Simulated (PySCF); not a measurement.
**How methods differ on the ionisation energy of Cr(18+)**

Cr(18+) [He] 2s2 2p2 [2p1/2^2, M_J = 0] → Cr(19+) [He] 2s2 2p1 [2p1/2^1, M_J = 1/2], as a difference of total energies. Calculation: PySCF 2.14, in an even-tempered Gaussian basis (17 s from 4.2 bohr⁻², ratio 2.4; 11 p from 5.4 bohr⁻², ratio 2.4; 5 d from 20 bohr⁻², ratio 2.6; 5 f from 30 bohr⁻², ratio 2.6); the two-component X2C-1e Hamiltonian. Correlated levels: nothing frozen; the 28 highest virtual spinors dropped. "Screened" scales the spin-orbit matrix elements by Boettger's factors to mimic the two-electron term; Breit and QED terms are absent.

```csv
method,ionisation energy (eV)
GHF (spin-free),1395.0
GMP2 (spin-free),1395.1
GHF (screened spin-orbit),1393.9
GMP2 (screened spin-orbit),1394.4
```

The labels give the starting determinants; with spin-orbit coupling the two ends relaxed to ⟨J²⟩ = 0.94, ⟨L²⟩ = 1.83, ⟨S²⟩ = 1.82 and ⟨J²⟩ = 0.75, ⟨L²⟩ = 2.00, ⟨S²⟩ = 0.75.

The determinant of Cr(18+) mixes levels of different J (the jj label is only the starting occupation), so the difference between spin-free and spin-orbit rows is not the physical spin-orbit shift.

For comparison: 1394.5 ± 0.7 eV (semi-empirical (NIST evaluation); NIST Atomic Spectra Database, ionization energies).
